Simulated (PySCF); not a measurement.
C$_{3}$H$_{8}$NO (SMILES CN(C)C=[OH+]), charge +1, singlet, geometry from GFN2-xTB; PBE0-D3BJ/6-31G in PySCF.

The PySCF input:
```python
from pyscf import gto, scf, dft

mol = gto.M(
    atom='''
C    -0.73167972   -1.14649548    0.58147152
N    -0.32749045    0.16294619    0.12467996
C    -1.27175011    1.22630015    0.36089755
C     0.80219514    0.36526470   -0.45731035
O     1.63846582   -0.60936410   -0.66156684
H    -0.93219996   -1.11495839    1.65241951
H     0.04658152   -1.87864371    0.38168376
H    -1.64787047   -1.44599768    0.07212058
H    -0.90275906    2.17745703   -0.01518407
H    -1.46261890    1.31766064    1.43103265
H    -2.21775428    0.99337170   -0.12983891
H     1.04430255    1.37695391   -0.77701860
H     2.46443317   -0.36197009   -1.10579244
''',
    basis='6-31g',
    charge=1,
    verbose=4,
)

mf = dft.RKS(mol)
mf.xc = 'pbe0'
mf.disp = 'd3bj'
mf.kernel()
```

It wrote (shortened):

```
PySCF version 2.14.0

[INPUT] verbose = 4
[INPUT] num. atoms = 13
[INPUT] num. electrons = 40
[INPUT] charge = 1
[INPUT] spin (= nelec alpha-beta = 2S) = 0
[INPUT] symmetry False subgroup None
[INPUT] Mole.unit = angstrom
[INPUT] Symbol           X                Y                Z      unit          X                Y                Z       unit  Magmom
[INPUT]  1 C     -0.731679720000  -1.146495480000   0.581471520000 AA   -1.382674281698  -2.166562460252   1.098821922035 Bohr   0.0
[INPUT]  2 N     -0.327490450000   0.162946190000   0.124679960000 AA   -0.618867258911   0.307923672141   0.235610977622 Bohr   0.0
[INPUT]  3 C     -1.271750110000   1.226300150000   0.360897550000 AA   -2.403259406785   2.317371430013   0.681997528527 Bohr   0.0
[INPUT]  4 C      0.802195140000   0.365264700000  -0.457310350000 AA    1.515929113057   0.690250245971  -0.864191315429 Bohr   0.0
[INPUT]  5 O      1.638465820000  -0.609364100000  -0.661566840000 AA    3.096251664261  -1.151531259142  -1.250180140694 Bohr   0.0
[INPUT]  6 H     -0.932199960000  -1.114958390000   1.652419510000 AA   -1.761602617731  -2.106965997386   3.122620316788 Bohr   0.0
[INPUT]  7 H      0.046581520000  -1.878643710000   0.381683760000 AA    0.088026315266  -3.550122097537   0.721277772594 Bohr   0.0
[INPUT]  8 H     -1.647870470000  -1.445997680000   0.072120580000 AA   -3.114023877058  -2.732539591956   0.136288144145 Bohr   0.0
[INPUT]  9 H     -0.902759060000   2.177457030000  -0.015184070000 AA   -1.705967379870   4.114797434709  -0.028693733756 Bohr   0.0
[INPUT] 10 H     -1.462618900000   1.317660640000   1.431032650000 AA   -2.763949145613   2.490017734719   2.704259783811 Bohr   0.0
[INPUT] 11 H     -2.217754280000   0.993371700000  -0.129838910000 AA   -4.190948200782   1.877200452894  -0.245359980212 Bohr   0.0
[INPUT] 12 H      1.044302550000   1.376953910000  -0.777018600000 AA    1.973445810685   2.602065776049  -1.468352347693 Bohr   0.0
[INPUT] 13 H      2.464433170000  -0.361970090000  -1.105792440000 AA    4.657103743594  -0.684024335384  -2.089644862215 Bohr   0.0

nuclear repulsion = 192.548484574893
number of shells = 41
number of NR pGTOs = 142
number of NR cGTOs = 61
basis = 6-31g
ecp = {}

******** <class 'pyscf.dft.rks.RKS'> ********
method = RKS
initial guess = minao
damping factor = 0
level_shift factor = 0
DIIS = <class 'pyscf.scf.diis.CDIIS'>
diis_start_cycle = 1
diis_space = 8
diis_damp = 0
SCF conv_tol = 1e-09
SCF conv_tol_grad = None
SCF max_cycles = 50
direct_scf = True
direct_scf_tol = 1e-13
XC library pyscf.dft.libxc version 7.1.2
    S. Lehtola, C. Steigemann, M. J. T. Oliveira, and M. A. L. Marques,  SoftwareX 7, 1–5 (2018)
XC functionals = pbe0
    C. Adamo and V. Barone,  J. Chem. Phys. 110, 6158 (1999)
    M. Ernzerhof and G. E. Scuseria,  J. Chem. Phys. 110, 5029 (1999)
radial grids:
    Treutler-Ahlrichs [JCP 102, 346 (1995); DOI:10.1063/1.469408] (M4) radial grids

becke partition: Becke, JCP 88, 2547 (1988); DOI:10.1063/1.454033
pruning grids: <function nwchem_prune>
grids dens level: 3
symmetrized grids: False
atomic radii adjust function: <function treutler_atomic_radii_adjust>
small_rho_cutoff = 0
Set gradient conv threshold to 3.16228e-05
Initial guess from minao.
tot grids = 148808
Calc dispersion correction with DFTD3.
Parameters: xc=pbe0, version=d3bj, atm=False
init E= -249.486416966308
  HOMO = -0.299818688518785  LUMO = -0.0467898046614241  gap/eV = 6.88527
cycle= 1 E= -248.428897771404  delta_E= 1.06  |g|= 0.545  |ddm|= 3.18
  HOMO = -0.493318749675746  LUMO = -0.266984694131513  gap/eV = 6.15886
cycle= 2 E= -248.308359855268  delta_E= 0.121  |g|= 0.97  |ddm|= 1.39
  HOMO = -0.507047840054317  LUMO = -0.238593192790741  gap/eV = 7.30502
cycle= 3 E= -248.492314306157  delta_E= -0.184  |g|= 0.119  |ddm|= 0.862
  HOMO = -0.507891606004213  LUMO = -0.226737208633452  gap/eV = 7.65060
cycle= 4 E= -248.495108646335  delta_E= -0.00279  |g|= 0.0593  |ddm|= 0.168
  HOMO = -0.504143081493926  LUMO = -0.22550596551783  gap/eV = 7.58210
cycle= 5 E= -248.495900477908  delta_E= -0.000792  |g|= 0.0135  |ddm|= 0.049
  HOMO = -0.5052964459496  LUMO = -0.226790011752351  gap/eV = 7.57855
cycle= 6 E= -248.495938572404  delta_E= -3.81e-05  |g|= 0.00188  |ddm|= 0.0119
  HOMO = -0.505134456255141  LUMO = -0.226657880945999  gap/eV = 7.57773
cycle= 7 E= -248.495939471172  delta_E= -8.99e-07  |g|= 0.000226  |ddm|= 0.00223
  HOMO = -0.505139046890644  LUMO = -0.22664203522952  gap/eV = 7.57829
cycle= 8 E= -248.495939483318  delta_E= -1.21e-08  |g|= 5.93e-05  |ddm|= 0.00029
  HOMO = -0.505147940036493  LUMO = -0.2266528890632  gap/eV = 7.57824
cycle= 9 E= -248.495939484166  delta_E= -8.48e-10  |g|= 1.71e-05  |ddm|= 7.13e-05
  HOMO = -0.505145401245096  LUMO = -0.226649605460029  gap/eV = 7.57826
Extra cycle  E= -248.495939484111  delta_E= 5.51e-11  |g|= 2.41e-05  |ddm|= 3.44e-05
converged SCF energy = -248.495939484111
```
